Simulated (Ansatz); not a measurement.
`[NH2][GaH][CH2][SiH3]` + H₂ → `[SiH3][CH2][GaH2]` + NH₃ at 298.15 K and 1 bar (hydrogenolysis of a Ga–N bond).

Program: Ansatz. Geometries: PBE0-D4/def2-TZVP. ΔE: electronic, gas phase. CCSD(T)/CBS adds triple-zeta CCSD(T) − MP2 to the extrapolated MP2 energy (def2 sets, frozen cores). This one scheme is used for every species. For Ga outer-core shells are correlated without core-valence functions, which leaves a few kJ/mol of doubt a bond. Scalar relativity is left out up to krypton. One conformer a species, not always the lowest.

```json
{"species": "`[NH2][GaH][CH2][SiH3]`", "CCSD(T)/CBS energy (Eh)": "-2310.61356", "H − E (kJ/mol)": "243.4", "S (J/(mol·K))": "373.6"}
{"species": "H₂", "CCSD(T)/CBS energy (Eh)": "-1.17544", "H − E (kJ/mol)": "35.1", "S (J/(mol·K))": "130.4"}
{"species": "`[SiH3][CH2][GaH2]`", "CCSD(T)/CBS energy (Eh)": "-2255.26496", "H − E (kJ/mol)": "188.4", "S (J/(mol·K))": "337.9"}
{"species": "NH₃", "CCSD(T)/CBS energy (Eh)": "-56.50880", "H − E (kJ/mol)": "100.5", "S (J/(mol·K))": "192.4"}
```

H − E and S are ideal-gas, rigid-rotor, harmonic terms from PBE0-D4/def2-TZVP, for one conformer and one mirror image of each species. For small species the MP2-based limit differs from directly extrapolated CCSD(T) by up to some mEh (0.8 for H₂); such offsets cancel only in part. 1 Eh = 2625.50 kJ/mol, R = 8.31446 J/(mol·K).

Task: By hand: ΔE, ΔH, ΔS and ΔG.

Result: ΔE = (-2255.26496) + (-56.50880) − (-2310.61356) − (-1.17544) = 0.01524 Eh = 40.0 kJ/mol. Δ(H − E) = 188.4 + 100.5 − 243.4 − 35.1 = 10.4, so ΔH = 50.4 kJ/mol. ΔS = 337.9 + 192.4 − 373.6 − 130.4 = 26.3 J/(mol·K). ΔG = 50.4 − 298.15 × (26.3)/1000 = 42.6 kJ/mol.

Task: By hand: the equilibrium constant, and the temperature at which ΔG would vanish if ΔH and ΔS stayed fixed.

Result: log₁₀ K = −ΔG/(RT ln 10) = -7.5. ΔG = 0 at ΔH/ΔS = 1916 K.

ΔH outweighs TΔS. A doubt of 5 kJ/mol in ΔE shifts log₁₀ K by 0.9 here. Other conformers and mirror images would add mixing entropy, several J/(mol·K) or more a flexible species. Modes under 60 cm⁻¹, often nearly free rotors, make the harmonic entropy too high. These are equilibria of isolated gas molecules and say nothing of rates. Largest T1 diagnostic: 0.013 (customary marks: 0.02 for closed shells, 0.045 for open ones).
